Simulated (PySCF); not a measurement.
Job for PySCF: U-HF/LANL2DZ on CdH2OSe (SMILES [OH][Cd][SeH]), a point of a bond scan (R = 1.473 Å).

```python
from pyscf import gto, scf, dft, mp
from pyscf.data.elements import chemcore

mol = gto.M(
    atom='''
    Cd    0.43542349   -0.58659809   -0.10571507
    O     1.50138246   -2.22921268   -0.45382337
    H     2.37931999   -2.19685356   -0.05914469
    Se   -0.99187593    1.39292813    0.21517457
    H    -1.56692515    0.82770682    1.44811989
    ''',
    basis='lanl2dz',
    ecp={'Cd': 'lanl2dz', 'Se': 'lanl2dz'},
    charge=0, spin=0, verbose=3, max_memory=1800)
mf = scf.UHF(mol)
mf.conv_tol = 1e-8
mf.max_cycle = 100
mf.init_guess_breaksym = True
mf.kernel()
if not mf.converged:
    mf = mf.newton().run(mf.mo_coeff, mf.mo_occ)
for _ in range(4):
    mo, _, stable, _ = mf.stability(return_status=True)
    if stable:
        break
    mf.kernel(mf.make_rdm1(mo, mf.mo_occ))
```

Program output:

```
converged SCF energy = -131.621790563544  <S^2> = 6.6676833e-09  2S+1 = 1
<class 'pyscf.scf.uhf.UHF'> wavefunction is stable in the internal stability analysis
```

The run converged.

Cost: roughly 0.7 core-seconds.
